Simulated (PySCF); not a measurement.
## Ionisation energy of Pt by level of theory

Pt [Xe] 4f14 5d9 6s1 (3D) → Pt⁺ [Xe] 4f14 5d9 (2D), as a difference of total energies. Calculation: PySCF 2.14, in x2c-TZVPPall with one added diffuse shell each of s, p, d, f type (12s8p8d4f1g, 113 functions); the spin-free X2C one-electron Hamiltonian (Gaussian nucleus). Correlated levels: valence: [Xe] 4f14 frozen; valence and next inner shell: [Kr] 4d10 4f14 frozen. The calculations carry no spin-orbit coupling.

```csv
method,ionisation energy (eV)
UHF,7.593
LDA,9.759
PBE,9.395
PBE0,9.089
MP2 (valence),8.956
MP2 (valence and next inner shell),9.143
```

Q: Estimate what SCS-MP2 (valence) gives.

A: 8.747 eV, closest to MP2 (valence) among the rows shown.

Q: Estimate what SCS-MP2 (valence and next inner shell) gives.

A: 8.885 eV, closest to MP2 (valence) among the rows shown.

A first-order spin-orbit estimate (lowest level to lowest level, LS coupling) adds -0.020 eV.

Errors of the correlated levels include the incompleteness of this basis and the frozen core.

For comparison: 8.959 eV (measured; NIST Atomic Spectra Database, ionization energies).
